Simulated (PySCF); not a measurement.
## Field gradients at the hydrogen positions

C10H8.
Geometry (GFN2-xTB, Å), atoms numbered from 1 in this order:
```
atom  x, y, z in Å
C1     5.226   -0.017   -0.605
C2     4.027    0.002   -0.481
C3     2.680    0.021   -0.339
C4     1.473    0.050   -0.225
C5     0.075    0.051   -0.055
C6    -0.712    0.819   -0.810
C7    -2.198    0.864   -0.681
C8    -2.715   -0.044    0.390
C9    -1.942   -0.808    1.140
C10   -0.452   -0.864    1.020
H11    6.269   -0.033   -0.712
H12   -0.277    1.457   -1.569
H13   -2.656    0.595   -1.642
H14   -2.517    1.894   -0.474
H15   -3.788   -0.047    0.524
H16   -2.370   -1.447    1.900
H17    0.006   -0.595    1.981
H18   -0.137   -1.893    0.806
```

Level: PBE0/pcSseg-1 (PySCF, non-relativistic); Q(2H) = 0.00286 b; rigid geometry, the same for H and D, with no vibrational averaging.

Question: Rank these positions by the coupling χzz of a deuteron there, largest first.
A. H11 (alkyne hydrogen)
B. H15 (vinylic hydrogen)
C. H17 (methylene hydrogen)
D. H12 (vinylic hydrogen)

Answer: A (268 kHz), B (219 kHz), D (215 kHz), C (196 kHz).

What are Vzz, η and χzz (234.96 MHz × Q × Vzz) at all hydrogens?

| atom | bonded to | bond length (Å) | Vzz (au) | η | χzz (kHz) |
| --- | --- | --- | --- | --- | --- |
| H11 | C1 | 1.048 | 0.3984 | 0.00 | 268 |
| H12 | C6 | 1.082 | 0.3202 | 0.06 | 215 |
| H13 | C7 | 1.098 | 0.2932 | 0.04 | 197 |
| H14 | C7 | 1.098 | 0.2932 | 0.04 | 197 |
| H15 | C8 | 1.081 | 0.3262 | 0.06 | 219 |
| H16 | C9 | 1.082 | 0.3246 | 0.06 | 218 |
| H17 | C10 | 1.097 | 0.2920 | 0.04 | 196 |
| H18 | C10 | 1.097 | 0.2920 | 0.04 | 196 |

How does χzz go with the bond length over the 8 C–H bonds?

A straight-line fit has a slope of -14.2 kHz for each 0.01 Å, with a correlation coefficient of -1.00, over lengths from 1.048 to 1.098 Å. The longer bonds have the smaller couplings here.

Isolated species at its GFN2-xTB geometry, gas phase. GFN2-xTB bond lengths can be off by several hundredths of an ångström, more for odd bonds, and the gradients follow them. With so small a basis the couplings can be 20 % off.

These values come from a run that also computed NMR shieldings. On AMD EPYC 9R45, one thread (shared host), this took 18 s wall and 0.94 GiB of memory at its peak.
